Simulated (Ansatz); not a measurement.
`BCC[SiH3]`, relaxed with RKS PBE0-D4/def2-TZVP in Ansatz 0.2.0 from a PBE-D4/def2-SVP geometry. The force threshold is 0.005 eV/Å; the program also tests the step.

Total charge 0; spin multiplicity 1.

Start:

```xyz
13

B     1.036    0.690    1.720
C    -0.278    0.197    1.053
C     0.374    0.008   -0.360
Si   -0.878   -0.635   -1.640
H     1.345    1.869    1.676
H     1.838   -0.111    2.167
H    -1.102    0.935    0.989
H    -0.675   -0.772    1.414
H     0.791    0.962   -0.751
H     1.219   -0.716   -0.329
H    -2.008    0.350   -1.777
H    -1.438   -1.953   -1.176
H    -0.224   -0.824   -2.984
```

Question: By how much does the energy fall, and how many steps does the optimiser take? (Estimate.)

Answer: Computed: 4.43 kJ/mol, in 6 steps, 1 of them rejected.

Question: Which bonds change most? (An estimate is asked.)

Answer: Ansatz gave: C3–Si4 from 1.902 to 1.878 Å; B1–H6 from 1.219 to 1.198 Å; B1–H5 from 1.219 to 1.198 Å; Si4–H11 from 1.505 to 1.487 Å.

Question: Give the relaxed structure. (An estimate is asked.)

Answer: Ansatz gave: 
```xyz
13

B     1.022    0.690    1.724
C    -0.263    0.194    1.025
C     0.387    0.002   -0.380
Si   -0.874   -0.629   -1.621
H     1.318    1.851    1.691
H     1.802   -0.096    2.182
H    -1.077    0.918    0.953
H    -0.659   -0.760    1.376
H     0.801    0.943   -0.760
H     1.216   -0.714   -0.340
H    -1.991    0.347   -1.733
H    -1.422   -1.930   -1.154
H    -0.260   -0.817   -2.964
```
